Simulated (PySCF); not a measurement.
Compound: C₄H₉OPSi.
Cartesian coordinates in Å at the GFN2-xTB level; atoms count from 1:
```xyz
16
C4H9OPSi angstrom
C      2.910   -0.435   -0.040
C      1.638   -0.797   -0.108
P      0.326    0.255   -0.770
Si    -0.036    1.524    1.047
C     -1.109   -0.858   -0.464
C     -2.429   -0.299   -0.916
O     -0.975   -1.962    0.005
H      3.666   -1.101    0.344
H      3.247    0.539   -0.360
H      1.305   -1.783    0.195
H     -0.373    0.766    2.253
H     -1.137    2.425    0.697
H      1.207    2.264    1.251
H     -3.235   -0.678   -0.292
H     -2.599   -0.638   -1.939
H     -2.415    0.789   -0.915
```

Computed with TDDFT wB97X-D/def2-SVPD, vertical, gas phase, core orbitals frozen in the response (PySCF).

Ground-to-excited transition dipoles (e·a0, same axes as the geometry; the sign carries no meaning), for the states with f of 0.002 or more among the lowest 7:

```
state  E (eV)      μx      μy      μz
   S1   3.996   0.146   0.057  -0.038
   S2   5.211  -0.693  -0.377  -0.073
   S3   5.578  -0.484   0.548   0.270
   S4   6.126   0.050  -0.266  -0.098
   S5   6.293   0.881  -0.104  -0.037
   S6   6.427  -0.026  -0.124  -0.553
   S7   6.688   0.611  -0.022   0.233
```

Task: Work out the oscillator strengths.

Result: f = (2/3) ΔE |μ|² with ΔE in hartree (27.2114 eV).

```
state  |μ|² (au)  |μ| (D)      f
   S1      0.026     0.41  0.003
   S2      0.628     2.01  0.080
   S3      0.608     1.98  0.083
   S4      0.083     0.73  0.012
   S5      0.788     2.26  0.121
   S6      0.322     1.44  0.051
   S7      0.429     1.66  0.070
```

Task: What angle do the transition dipoles of S2 and S7 make?

Result: |cos θ| = |μa·μb| / (|μa| |μb|) = 0.83, so θ ≈ 34° (taken between 0 and 90°, since the signs are arbitrary).

Task: How is the summed strength of these states shared among x, y and z?

Result: (2/3) Σ ΔE μα² gives 0.277 for x, 0.074 for y and 0.070 for z, 0.421 in all.

Task: What peak molar absorption coefficient would the strongest computed level give as a lone Gaussian band 0.3 eV wide at half height?

Result: ε(max) = 2.175×10⁸ f / FWHM, with the width in cm⁻¹. S5: 2.175×10⁸ × 0.1215 / 2420 ≈ 11000 L mol⁻¹ cm⁻¹.

Cost: about 1.7 min of CPU time on one thread; the machine was shared, so the figure is rough.

One conformer stands for the species.
